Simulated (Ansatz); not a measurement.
Born–Oppenheimer molecular dynamics of C2H8FNO2Si (15 atoms, charge 0, multiplicity 1). It starts from a relaxed structure.

Theory: RKS PBE/6-31G in Ansatz.

```
ensemble        : NVT, Langevin thermostat
time step       : 0.5 fs
steps asked     : 100
set temperature : 1500 K
friction        : 0.005 /fs
seed            : 423651
```

First frame:

```xyz
15
Properties=species:S:1:pos:R:3
Si -0.156 -0.117 -0.070
F -0.037 -0.234 1.627
O 1.387 0.187 -0.768
H 2.132 -0.434 -0.626
O -1.081 1.267 -0.468
H -0.666 2.156 -0.458
N -0.855 -1.620 -0.594
C -1.737 -2.421 0.264
H -1.639 -2.089 1.308
H -2.799 -2.332 -0.041
H -1.450 -3.490 0.211
C -0.807 -2.015 -2.009
H -1.782 -1.864 -2.515
H -0.042 -1.424 -2.538
H -0.535 -3.085 -2.094
```

Problem. How far do the bonds stretch over the last three quarters of this one trajectory? (Pairs bonded in most of those frames.)

Solution. 
```
   bond  mean (Å)  spread (Å)  shortest  longest
 Si1–F2     1.723       0.042      1.66     1.79
 Si1–O3     1.736       0.081      1.64     1.87
 Si1–O5     1.756       0.067      1.63     1.84
 Si1–N7     1.759       0.036      1.69     1.81
  O3–H4     0.985       0.035      0.93     1.05
  O5–H6     1.000       0.034      0.93     1.05
  N7–C8     1.496       0.016      1.47     1.52
 N7–C12     1.503       0.079      1.37     1.61
  C8–H9     1.113       0.034      1.05     1.17
 C8–H10     1.111       0.020      1.07     1.14
 C8–H11     1.112       0.018      1.09     1.15
C12–H13     1.121       0.047      1.04     1.19
C12–H14     1.110       0.017      1.08     1.14
C12–H15     1.108       0.024      1.06     1.15
```

Mean temperature of the second half: 760 K. The mean temperature of the second half is 49 % below the set value. A run of 0.05 ps of so small a system gives no equilibrium averages. Limits of this set-up: no polarisation functions.

Run time: 8.5 min on 1 thread of Arm Neoverse V2, with other jobs on the host, peak memory 0.15 GiB.
